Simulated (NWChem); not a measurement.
Species: C4H3Br; SMILES C#CC(=C)Br

```xyz
8

C      1.1264     2.6050    -0.0010
C      0.3351     1.6853    -0.0004
C     -0.5778     0.5974     0.0000
C     -1.9117     0.7124     0.0001
Br     0.2379    -1.1202     0.0003
H      1.8248     3.4217    -0.0016
H     -2.3665     1.7057     0.0001
H     -2.5594    -0.1656     0.0000
```
Atoms are numbered in this order, from 1.

Computed with NWChem. Coordinates come from a PBE0/def2-SVP optimisation. Level: M05-2X/def2-SVP with COSMO at NWChem's default radii, gas-phase geometry; rows give the dielectric constant.

| dielectric constant | electrostatic solvation energy (kcal/mol) | dipole in solution (D) |
|---|---|---|
| 1.5 | -1.2 | 1.65 |
| 2.4 | -2.2 | 1.77 |
| 3.9 | -2.9 | 1.87 |
| 7.6 | -3.5 | 1.94 |
| 11.7 | -3.7 | 1.97 |
